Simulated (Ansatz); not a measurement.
Mg2F4. Charge 0, multiplicity 1. Geometry PBE0-D4/def2-SVP; atoms count from 1.

```
atom   x (Å)   y (Å)   z (Å)
 Mg1  -0.529   0.082   0.621
 Mg2   1.088  -0.166  -1.280
  F3   0.744  -1.407   0.059
  F4  -0.747   0.098  -1.403
  F5  -1.665   0.252   1.963
  F6   1.109   1.141   0.040
```

Another isomer (singlet) lies 0.64 eV lower at PBE0-D4/def2-TZVP; other spin states weren't run for this one.

Q: Estimate the Mulliken populations from the PBE0/def2-TZVP orbitals of Ansatz.

A: 
```json
{"atom": "Mg1", "charge (e)": "1.17"}
{"atom": "Mg2", "charge (e)": "1.12"}
{"atom": "F3", "charge (e)": "-0.57"}
{"atom": "F4", "charge (e)": "-0.57"}
{"atom": "F5", "charge (e)": "-0.59"}
{"atom": "F6", "charge (e)": "-0.57"}
```
Mulliken values and Mayer orders depend strongly on the basis.

Q: And the Mayer bond orders between bonded heavy atoms (over 0.3)?

A: Mg1–F5 0.80 (1.77 Å); Mg2–F3 0.54 (1.86 Å); Mg2–F4 0.54 (1.86 Å); Mg2–F6 0.54 (1.86 Å).
